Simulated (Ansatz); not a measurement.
Consider the formal exchange of groups at a C–B bond: `C=C(F)BCl` + `C=CF` → `C=C(F)C(=C)F` + `BCl`.

Gas-phase electronic energies from Ansatz, PBE0-D4/def2-TZVP geometries. CCSD(T)/CBS is the MP2 limit (def2-TZVPP, def2-QZVPP) plus CCSD(T) − MP2 in def2-TZVPP, frozen cores. This one scheme is used for every species. DFT in def2-TZVPP. HSE06 is defined as in plane-wave codes. One conformer a species, not always the lowest.

`C=C(F)BCl`:

Cartesian coordinates in Å:
```
C 1.064 -0.781 -0.042
C 0.139 0.087 -0.452
F 0.209 0.566 -1.706
B -1.008 0.562 0.459
Cl -2.193 1.694 -0.111
H 1.869 -1.113 -0.687
H 1.009 -1.167 0.966
H -1.090 0.152 1.573
```

`C=CF`:

```xyz
6

C     0.641   -0.016    0.283
C    -0.577    0.071   -0.208
F    -1.041   -0.785   -1.123
H     1.326   -0.791   -0.034
H     0.966    0.704    1.022
H    -1.315    0.818    0.061
```

`C=C(F)C(=C)F`:

Cartesian coordinates in Å:
```
C -0.970 -1.396 -0.732
C -0.393 -0.216 -0.574
F -0.494 0.729 -1.517
C 0.393 0.216 0.574
C 0.970 1.396 0.732
F 0.495 -0.729 1.517
H -1.535 -1.618 -1.627
H -0.877 -2.145 0.041
H 1.534 1.618 1.627
H 0.876 2.145 -0.040
```

`BCl`:

```xyz
4

B     0.015    0.149   -0.031
Cl   -0.155   -1.539    0.325
H     0.382    0.872    0.840
H    -0.242    0.518   -1.133
```

| level | ΔE (kcal/mol) |
| --- | --- |
| PBE-D4 | 7.7 |
| HSE06-D4 | 7.1 |
| PBE | 7.9 |
| HSE06 | 7.3 |
| RPA@PBE/def2-TZVPP | 7.1 |
| CCSD(T)/def2-SVP | 5.3 |
| CCSD/def2-TZVPP | 7.1 |
| CCSD/CBS(def2) | 7.6 |

Problem. What does CCSD(T)/CBS give? (Estimate.)

Solution. Computed: +7.5 kcal/mol. The listed levels differ from it by 0.2, -0.4, 0.4, -0.2, -0.4, -2.2, -0.4, 0.1 kcal/mol.

Largest T1 diagnostic among the species: 0.013.

From BLYP to BHLYP (50 % exact exchange), in def2-TZVPP and without D4, ΔE moves by −1.3 kcal/mol. At CCSD(T), def2-SVP lies −2.2 kcal/mol from the extrapolated value and def2-TZVPP −0.5 kcal/mol.
